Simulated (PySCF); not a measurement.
CH₆ClFOSi₂, SMILES C[SiH2][Si@](O)(F)Cl.

Coordinates come from a B3LYP-D3(BJ)/def2-SVP optimisation. The structure was generated by enumeration; whether it is a known compound was not checked. Other conformers were not sampled.

Calculation: B3LYP-D3(BJ)/def2-SVP (PySCF 2.14.0).

Frequencies are harmonic and unscaled.

| mode | ν (cm⁻¹) | IR (km/mol) | moving atoms (share of kinetic energy) |
|---|---|---|---|
| 1 | 38 | 0.2 | C 35 %, H 27 %, Cl 11 %, O 11 %, Si 10 % |
| 2 | 84 | 1.2 | C 30 %, Cl 25 %, F 17 %, H 16 % |
| 3 | 115 | 0.8 | H 32 %, O 25 %, Si 23 %, Cl 14 % |
| 4 | 167 | 13.0 | H 33 %, F 22 %, O 16 %, C 11 %, Si 9 %, Cl 9 % |
| 5 | 181 | 0.3 | H 84 %, Si 8 % |
| 6 | 230 | 26.0 | H 36 %, Si 22 %, F 20 %, C 10 % |
| 7 | 251 | 10.8 | F 45 %, Cl 19 %, Si 17 %, H 10 % |
| 8 | 269 | 50.9 | Si 39 %, H 24 %, O 20 %, F 11 % |
| 9 | 326 | 75.3 | O 42 %, H 24 %, Cl 15 %, F 12 % |
| 10 | 432 | 43.4 | Si 41 %, Cl 19 %, H 18 %, F 12 %, O 10 % |
| 11 | 458 | 4.3 | H 74 %, Si 20 % |
| 12 | 561 | 132.8 | Si 60 %, Cl 22 %, H 16 % |
| 13 | 623 | 15.4 | H 87 %, Si 9 % |
| 14 | 676 | 11.2 | H 67 %, C 27 % |
| 15 | 711 | 53.4 | H 41 %, Si 30 %, C 28 % |
| 16 | 785 | 204.6 | H 58 %, O 26 %, Si 9 % |
| 17 | 861 | 273.3 | H 47 %, Si 22 %, F 19 % |
| 18 | 891 | 32.2 | H 78 %, C 17 % |
| 19 | 906 | 17.7 | H 48 %, Si 26 %, F 19 % |
| 20 | 940 | 63.7 | H 89 % |
| 21 | 951 | 130.9 | Si 42 %, O 32 %, H 13 %, F 11 % |
| 22 | 1270 | 10.9 | H 80 %, C 20 % |
| 23 | 1435 | 6.1 | H 96 % |
| 24 | 1440 | 2.7 | H 96 % |
| 25 | 2217 | 83.4 | H 98 % |
| 26 | 2222 | 97.0 | H 96 % |
| 27 | 3036 | 2.9 | H 97 % |
| 28 | 3133 | 1.8 | H 91 %, C 9 % |
| 29 | 3134 | 1.7 | H 91 %, C 9 % |
| 30 | 3850 | 106.0 | H 94 % |
